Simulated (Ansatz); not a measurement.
Reaction (ligand exchange at the Si–C bond): `O=COC(F)[SiH3]` + `[SiH3]SS` → `[SiH3]SS[SiH3]` + `O=COCF`

Computed with Ansatz on PBE0-D4/def2-TZVP structures; ΔE is electronic, products minus reactants. CBS: MP2 limit from def2 TZ/QZ plus the TZ coupled-cluster correction, frozen cores. This one scheme is used for every species. DFT in def2-TZVPP. B3LYP here is the variant with VWN-RPA as its local correlation; programs differ in this. Each species was taken in one conformer, which may not be the lowest.

`O=COC(F)[SiH3]`:

Cartesian coordinates in Å:
```
O -1.060 -1.819 -1.685
C -1.373 -1.575 -0.563
O -0.724 -0.739 0.277
C 0.458 -0.141 -0.208
F 1.508 -0.990 0.062
Si 0.715 1.520 0.703
H -2.248 -1.986 -0.041
H 0.393 -0.050 -1.296
H 1.993 2.105 0.232
H 0.757 1.263 2.162
H -0.419 2.412 0.356
```

`[SiH3]SS`:

Cartesian coordinates in Å:
```
Si -0.875 0.166 0.479
S 0.617 1.181 -0.679
S 2.112 -0.226 -0.461
H -0.385 -0.063 1.859
H -1.214 -1.131 -0.157
H -2.064 1.059 0.488
H 1.810 -0.987 -1.530
```

`[SiH3]SS[SiH3]`:

Z-matrix (Å, degrees):
```
Si
S 1 2.143
H 1 1.483 2 110.1
H 1 1.483 2 110.1 3 -121.3
H 1 1.486 2 105.7 3 119.3
S 2 2.082 1 96.5 3 60.8
Si 6 2.143 2 96.5 1 96.3
H 7 1.483 6 110.1 2 60.9
H 7 1.483 6 110.1 2 -60.4
H 7 1.486 6 105.7 2 -179.8
```

`O=COCF`:

```xyz
8

O     1.246   -0.378    1.246
C     1.007   -0.836    0.174
O    -0.011   -0.472   -0.633
C    -0.830    0.569   -0.172
F    -0.287    1.762   -0.532
H     1.577   -1.635   -0.319
H    -0.915    0.540    0.915
H    -1.787    0.450   -0.679
```

CCSD(T)/CBS gives -90.9 kJ/mol.

Task: Another level gave -88.1 kJ/mol. Which?
A. PBE0-D4/def2-TZVPP
B. B3LYP/def2-TZVPP
C. PBE-D4/def2-TZVPP
D. MP2/def2-TZVPP

Result: C. PBE-D4 -88.1, PBE0-D4 -92.4, MP2/def2-TZVPP -96.8, B3LYP -81.8 kJ/mol.

Largest T1 diagnostic among the species: 0.015.

The D4 term adds −6.0 kJ/mol with B3LYP and −3.2 kJ/mol with PBE0; it sums over pairs of atoms, weighted by their polarisabilities, and B3LYP, whose exchange is more repulsive, gets the larger term. From PBE to PBE0 (25 % exact exchange), in def2-TZVPP and without D4, ΔE moves by −4.7 kJ/mol.
